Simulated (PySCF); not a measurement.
Simulation results for AlB2H6N, Al2B2H4, CH7Al2B, CH7AlBN and others

All values are calculated (PySCF 2.14.0). Calculation on a computer-drawn molecule: the log of a Hartree-Fock and frozen-core CCSD(T) single point meant for a local Hartree-Fock minimum, with one planted fault or none, to be diagnosed. Offsets are logged minus clean, where the clean run is the same molecule without the fault. The reference is restricted for singlets and unrestricted otherwise, and also for a bond in bohr or an excited solution. Adding or removing an electron swaps singlet and doublet. The excited solution moves the top pair (singlet) or top alpha electron (doublet) to the lowest empty orbital. Highest occupied and lowest empty are orbital energies over both spins, largest force is the largest gradient component, triples share is (T) over the correlation energy, the T1 limit is 0.02 restricted and 0.045 unrestricted, electrons count all cores, a negative frequency is imaginary (commonest isotopes), and the dipole is about the centre of nuclear charge.

Common to all runs: meant charge 0; meant basis cc-pV(D+d)Z; logged SCF converged yes; possible faults no fault, one electron removed, one electron added, multiplicity raised by two, geometry at a saddle point, SCF held on an excited solution, minimal basis STO-3G, one bond length entered in bohr, all coordinates scaled.

(1) 
```xyz
10
formula=AlB2H6N meant_multiplicity=1 logged_electrons=36 logged_basis_functions=95 logged_spin_squared=0.936 logged_highest_occupied=-7.9186 logged_lowest_empty=1.3724 logged_largest_force=0.012805 logged_T1_diagnostic=0.026723 logged_D1_diagnostic=0.10557 logged_triples_share=0.025765 logged_CC_converged=yes logged_dipole_magnitude=1.1906 logged_SCF_stable_within_its_kind=yes logged_energy_HF=-349.12401 logged_energy_CCSD(T)=-349.56476 planted_fault=one_bond_length_entered_in_bohr,row_2_of_the_drawn_bonds HF_energy_offset_from_clean_run=54.31 CCSD(T)_energy_offset_from_clean_run=69.39
B     -1.0581     1.3818    -1.4851
B     -1.0703     1.9693     0.0666
Al    -3.5989     0.6257     2.9706
N     -3.2050    -0.8121     3.9226
H     -1.7737     1.8347    -2.3425
H     -0.3669     0.4440    -1.7957
H     -0.3069     2.8522     0.3780
H     -4.9631     1.3550     3.3211
H     -2.3889    -1.3858     3.8186
H     -3.7710    -1.1748     4.6677
```

Units: logged_highest_occupied, logged_lowest_empty in eV; logged_largest_force in hartree/bohr; logged_dipole_magnitude in debye; logged_energy_HF, logged_energy_CCSD(T) in hartree; HF_energy_offset_from_clean_run, CCSD(T)_energy_offset_from_clean_run in kcal/mol.

Drawn bonds:
```csv
atom,other atom,order
1,2,1
2,3,1
3,4,1
1,5,1
1,6,1
2,7,1
3,8,1
4,9,1
4,10,1
```

(2) 
```xyz
10
formula=AlB2H6N meant_multiplicity=1 logged_electrons=36 logged_basis_functions=95 logged_spin_squared=0 logged_highest_occupied=-9.573 logged_lowest_empty=0.047669 logged_largest_force=1.519e-05 logged_lowest_frequency=-497.79 logged_T1_diagnostic=0.013957 logged_D1_diagnostic=0.052018 logged_triples_share=0.024016 logged_CC_converged=yes logged_dipole_magnitude=1.2228 logged_SCF_stable_within_its_kind=yes logged_energy_HF=-349.18398 logged_energy_CCSD(T)=-349.6459 planted_fault=geometry_at_a_saddle_point HF_energy_offset_from_clean_run=16.68 CCSD(T)_energy_offset_from_clean_run=18.47
B     -2.5435     0.0279     0.0000
B     -0.8694     0.5993     0.0000
Al     0.9125    -0.6479     0.0000
N      2.5132     0.1074     0.0000
H     -3.4787     0.7871     0.0000
H     -2.8213    -1.1444     0.0000
H     -0.7052     1.7974     0.0000
H      0.9172    -2.2369     0.0000
H      3.3872    -0.3853     0.0000
H      2.6880     1.0953     0.0000
```

Units: logged_highest_occupied, logged_lowest_empty in eV; logged_largest_force in hartree/bohr; logged_lowest_frequency in cm⁻¹; logged_dipole_magnitude in debye; logged_energy_HF, logged_energy_CCSD(T) in hartree; HF_energy_offset_from_clean_run, CCSD(T)_energy_offset_from_clean_run in kcal/mol.

Drawn bonds:
```csv
atom,other atom,order
1,2,1
2,3,1
3,4,1
1,5,1
1,6,1
2,7,1
3,8,1
4,9,1
4,10,1
```

(3) 
```xyz
8
formula=Al2B2H4 meant_multiplicity=1 logged_electrons=40 logged_basis_functions=94 logged_spin_squared=0 logged_highest_occupied=-5.6007 logged_lowest_empty=-1.8746 logged_largest_force=0.043368 logged_CC_converged=no logged_dipole_magnitude=2.8778 logged_SCF_stable_within_its_kind=no logged_energy_HF=-535.29748 planted_fault=SCF_held_on_an_excited_solution HF_energy_offset_from_clean_run=89.26
B      0.0591    -1.9251    -1.4735
B      0.4375    -0.4289    -0.9679
Al    -0.0461     1.2937    -2.3377
Al     1.3486    -0.2201     0.9259
H      0.8377    -2.5877    -2.1151
H     -1.0199    -2.4133    -1.2402
H      0.4626     0.0051     2.2219
H      2.9289    -0.2260     1.0608
```

Units: logged_highest_occupied, logged_lowest_empty in eV; logged_largest_force in hartree/bohr; logged_dipole_magnitude in debye; logged_energy_HF in hartree; HF_energy_offset_from_clean_run in kcal/mol.

Drawn bonds:
```csv
atom,other atom,order
1,2,1
2,3,1
2,4,1
1,5,1
1,6,1
4,7,1
4,8,1
```

Notes: CCSD not converged.

(4) 
```xyz
11
formula=CH7Al2B meant_multiplicity=1 logged_electrons=45 logged_basis_functions=109 logged_spin_squared=0.7685 logged_highest_occupied=-0.32328 logged_lowest_empty=4.8725 logged_largest_force=0.022539 logged_T1_diagnostic=0.079712 logged_D1_diagnostic=0.50803 logged_triples_share=0.030521 logged_CC_converged=yes logged_dipole_magnitude=1.9988 logged_SCF_stable_within_its_kind=yes logged_energy_HF=-550.42736 logged_energy_CCSD(T)=-550.88111 planted_fault=one_electron_added HF_energy_offset_from_clean_run=5.417 CCSD(T)_energy_offset_from_clean_run=-8.123
B     -1.3594    -0.3562    -0.5427
C     -0.2670    -0.2819    -1.6175
Al     1.3364     0.6784    -0.8957
Al     2.5540    -0.0610     1.3104
H     -1.3004    -1.1749     0.3423
H     -2.2581     0.4451    -0.5040
H      0.1971    -1.2573    -1.8306
H     -0.5395     0.2254    -2.5456
H      1.8804     1.8692    -1.7979
H      2.2668     0.6456     2.7046
H      3.6269    -1.2338     1.3282
```

Units: logged_highest_occupied, logged_lowest_empty in eV; logged_largest_force in hartree/bohr; logged_dipole_magnitude in debye; logged_energy_HF, logged_energy_CCSD(T) in hartree; HF_energy_offset_from_clean_run, CCSD(T)_energy_offset_from_clean_run in kcal/mol.

Drawn bonds:
```csv
atom,other atom,order
1,2,1
2,3,1
3,4,1
1,5,1
1,6,1
2,7,1
2,8,1
3,9,1
4,10,1
4,11,1
```

Notes: T1 above single-reference limit.

(5) 
```xyz
11
formula=CH7AlBN meant_multiplicity=1 logged_electrons=39 logged_basis_functions=100 logged_spin_squared=0.7702 logged_highest_occupied=1.4176 logged_lowest_empty=7.0016 logged_largest_force=0.025365 logged_T1_diagnostic=0.030531 logged_D1_diagnostic=0.1886 logged_triples_share=0.028779 logged_CC_converged=yes logged_dipole_magnitude=2.9052 logged_SCF_stable_within_its_kind=yes logged_energy_HF=-362.96546 logged_energy_CCSD(T)=-363.52458 planted_fault=one_electron_added HF_energy_offset_from_clean_run=42.66 CCSD(T)_energy_offset_from_clean_run=27.23
B     -2.3436     1.4722     0.7547
C     -1.6375     0.6119    -0.3034
Al     0.3210     0.6706     0.0257
N      0.9610     0.3570     1.6381
H     -2.5652     2.6409     0.5594
H     -2.6301     1.0197     1.8347
H     -1.8513    -0.4623    -0.2253
H     -1.7563     0.9480    -1.3375
H      1.3471     0.9446    -1.1417
H      0.4165     0.1729     2.4603
H      1.9364     0.3286     1.8708
```

Units: logged_highest_occupied, logged_lowest_empty in eV; logged_largest_force in hartree/bohr; logged_dipole_magnitude in debye; logged_energy_HF, logged_energy_CCSD(T) in hartree; HF_energy_offset_from_clean_run, CCSD(T)_energy_offset_from_clean_run in kcal/mol.

Drawn bonds:
```csv
atom,other atom,order
1,2,1
2,3,1
3,4,1
1,5,1
1,6,1
2,7,1
2,8,1
3,9,1
4,10,1
4,11,1
```

Notes: highest electron not bound in this basis.

(6) 
```xyz
11
formula=CH7AlBN meant_multiplicity=1 logged_electrons=37 logged_basis_functions=100 logged_spin_squared=0.7754 logged_highest_occupied=-15.673 logged_lowest_empty=-7.9338 logged_largest_force=0.07105 logged_T1_diagnostic=0.039104 logged_D1_diagnostic=0.23662 logged_triples_share=0.026624 logged_CC_converged=yes logged_dipole_magnitude=2.6559 logged_SCF_stable_within_its_kind=yes logged_energy_HF=-362.69033 logged_energy_CCSD(T)=-363.19441 planted_fault=one_electron_removed HF_energy_offset_from_clean_run=215.3 CCSD(T)_energy_offset_from_clean_run=234.4
B     -2.3436     1.4722     0.7547
C     -1.6375     0.6119    -0.3034
Al     0.3210     0.6706     0.0257
N      0.9610     0.3570     1.6381
H     -2.5652     2.6409     0.5594
H     -2.6301     1.0197     1.8347
H     -1.8513    -0.4623    -0.2253
H     -1.7563     0.9480    -1.3375
H      1.3471     0.9446    -1.1417
H      0.4165     0.1729     2.4603
H      1.9364     0.3286     1.8708
```

Units: logged_highest_occupied, logged_lowest_empty in eV; logged_largest_force in hartree/bohr; logged_dipole_magnitude in debye; logged_energy_HF, logged_energy_CCSD(T) in hartree; HF_energy_offset_from_clean_run, CCSD(T)_energy_offset_from_clean_run in kcal/mol.

Drawn bonds:
```csv
atom,other atom,order
1,2,1
2,3,1
3,4,1
1,5,1
1,6,1
2,7,1
2,8,1
3,9,1
4,10,1
4,11,1
```

(7) 
```xyz
7
formula=CH4AlB meant_multiplicity=1 logged_electrons=28 logged_basis_functions=23 logged_spin_squared=0 logged_highest_occupied=-4.5168 logged_lowest_empty=8.3133 logged_largest_force=0.024727 logged_T1_diagnostic=0.017465 logged_D1_diagnostic=0.060832 logged_triples_share=0.013696 logged_CC_converged=yes logged_dipole_magnitude=3.4155 logged_SCF_stable_within_its_kind=yes logged_energy_HF=-303.06896 logged_energy_CCSD(T)=-303.22702 planted_fault=minimal_basis_STO-3G HF_energy_offset_from_clean_run=2321 CCSD(T)_energy_offset_from_clean_run=2430
B     -2.0052    -1.0920     0.8980
C     -0.9649    -0.9934     2.0135
Al    -0.9469    -2.5553     3.3219
H     -1.7566    -1.6585    -0.1373
H     -3.1276    -0.6794     1.0550
H     -1.1127    -0.1685     2.7268
H      0.0852    -1.0247     1.6857
```

Units: logged_highest_occupied, logged_lowest_empty in eV; logged_largest_force in hartree/bohr; logged_dipole_magnitude in debye; logged_energy_HF, logged_energy_CCSD(T) in hartree; HF_energy_offset_from_clean_run, CCSD(T)_energy_offset_from_clean_run in kcal/mol.

Drawn bonds:
```csv
atom,other atom,order
1,2,1
2,3,1
1,4,1
1,5,1
2,6,1
2,7,1
```

(8) 
```xyz
10
formula=CH6AlB2 meant_multiplicity=2 logged_electrons=35 logged_basis_functions=95 logged_spin_squared=0.7552 logged_highest_occupied=-8.3488 logged_lowest_empty=0.50935 logged_largest_force=1.752e-05 logged_lowest_frequency=91.153 logged_T1_diagnostic=0.015564 logged_D1_diagnostic=0.054154 logged_triples_share=0.030595 logged_CC_converged=yes logged_dipole_magnitude=1.36 logged_SCF_stable_within_its_kind=yes logged_energy_HF=-332.59994 logged_energy_CCSD(T)=-333.02488 planted_fault=no_fault HF_energy_offset_from_clean_run=0 CCSD(T)_energy_offset_from_clean_run=0
B     -0.7734    -0.6831    -0.5435
C     -1.1826    -0.7056     0.9470
B     -1.9932    -1.9141     1.4650
Al    -2.4723     0.8454     1.0590
H      0.2656    -0.1927    -0.8995
H     -1.5056    -1.1421    -1.3825
H     -0.4147    -0.3452     1.6473
H     -1.8683    -2.3156     2.5923
H     -2.7896    -2.4679     0.7501
H     -2.4021     1.9628    -0.0693
```

Units: logged_highest_occupied, logged_lowest_empty in eV; logged_largest_force in hartree/bohr; logged_lowest_frequency in cm⁻¹; logged_dipole_magnitude in debye; logged_energy_HF, logged_energy_CCSD(T) in hartree; HF_energy_offset_from_clean_run, CCSD(T)_energy_offset_from_clean_run in kcal/mol.

Drawn bonds:
```csv
atom,other atom,order
1,2,1
2,3,1
2,4,1
1,5,1
1,6,1
2,7,1
3,8,1
3,9,1
4,10,1
```
